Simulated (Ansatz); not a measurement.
Calculated with Ansatz (gas phase, PBE0-D4/def2-TZVP geometries, no zero-point term in ΔE). CBS: MP2 limit from def2 TZ/QZ plus the TZ coupled-cluster correction, frozen cores. DFT in def2-TZVPP. B3LYP here is the variant with VWN-RPA as its local correlation; programs differ in this. def2 core potentials past Kr. For Sn outer-core shells are correlated without core-valence functions, which leaves a few kJ/mol of doubt a bond. Each species was taken in one conformer, which may not be the lowest.

Consider the redistribution: `[NH2][Sn][SH]` + `CC[SiH2]O` → `[NH2][Sn][OH]` + `CC[SiH2]S`.

Q: Is it downhill or uphill in electronic energy at CCSD(T)/CBS, and by how much? (Estimate.)

A: Computed: Uphill: ΔE = +67.6 kJ/mol.

Q: What do these levels give: BLYP-D4, B3LYP-D4, r2SCAN0-D4, BHLYP-D4, B2PLYP, PBE-QIDH, PBE, revPBE, CAM-B3LYP, MP2/def2-SVP, CCSD/def2-TZVPP, CCSD/CBS(def2)? (An estimate is asked.)

A: The calculation gave: BLYP-D4 66.2, B3LYP-D4 71.5, r2SCAN0-D4 73.7, BHLYP-D4 78.5, B2PLYP 70.0, PBE-QIDH 70.8, PBE 62.0, revPBE 60.3, CAM-B3LYP 70.4, MP2/def2-SVP 67.8, CCSD/def2-TZVPP 70.9, CCSD/CBS(def2) 69.5 kJ/mol.

Largest T1 diagnostic among the species: 0.017.

From r2SCAN to r2SCAN0 (25 % exact exchange), in def2-TZVPP and without D4, ΔE moves by +4.6 kJ/mol. Leaving LDA and LC-ωPBE aside and taking each functional with its dispersion term where it has one, the values, not all of them listed here, spread over 18.3 kJ/mol, from revPBE-D4 to BHLYP-D4. LDA lies +6.2 kJ/mol from PBE without D4.
